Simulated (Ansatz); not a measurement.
Molecule: GeBr, net charge 1, singlet state. 
Structure (B3LYP-D3(BJ)/def2-TZVP (Ansatz, a first-principles code) minimum search):
```
Ge
Br 1 2.2232
```
Charge +1, spin multiplicity 1.

Basis-set convergence of Hartree-Fock and CCSD correlation energies (hartree) with Ansatz. Valence correlation only, unless marked. No spin-orbit coupling. The frozen core is the preceding noble-gas configuration, with the filled d and f shells of earlier blocks. No relativistic terms.

```tsv
basis	functions	E(HF)	E(corr, CCSD)
def2-SVP	64	-4646.96538	-0.19774
def2-TZVPP	96	-4647.54811	-0.24707
def2-QZVPP	178	-4647.63934	-0.26618
```

Extrapolating the two largest sets (X = 3 and 4) as X^-3: E(corr) = (64·(-0.26618) - 27·(-0.24707))/37 = -0.2801 Eh, an estimate of the basis-set limit. The largest set recovers 95.0 % of it, the smallest 70.6 %.
